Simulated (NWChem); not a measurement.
System: C2H3FOSi; SMILES C1([SiH2]OC=1)F

Input file for NWChem:

```
start job
memory heap 200 mb stack 900 mb global 1100 mb
geometry units angstroms noautosym nocenter noautoz
  F     -0.285542     2.097646     0.000000
  C     -0.009365     0.804428     0.000000
  C      1.182236     0.174934     0.000000
  O      0.953733    -1.191859     0.000000
  Si    -0.753469    -0.897435     0.000000
  H      2.218771     0.528118     0.000000
  H     -1.422580    -1.415179    -1.222563
  H     -1.422580    -1.415179     1.222563
end
basis spherical
  F library 6-31g*
  C library 6-31g*
  O library 6-31g*
  Si library 6-31g*
  H library 6-31g*
end
dft
  xc xpbe96 cpbe96
  iterations 150
end
cosmo
  do_cosmo_smd true
  solvent dioxane
end
task dft energy
```

All runs use the structure optimised with PBE0/def2-SVP. Solvent: 1,4-dioxane.

Level: PBE/6-31G* with SMD (1 M gas to 1 M solution), gas-phase geometry. Reactions with the solvent are ignored.

### Question
Predict the main results of this run. (PBE/6-31G* (spherical d), SMD on the gas-phase geometry.) Quantities: solvation free energy (kcal/mol); cavity-dispersion-structure term (kcal/mol); dipole in solution (D).

### Answer
The solvation free energy (kcal/mol) comes out as -0.3. The cavity-dispersion-structure term (kcal/mol) is 0.9 and the dipole in solution (D) is 0.82.
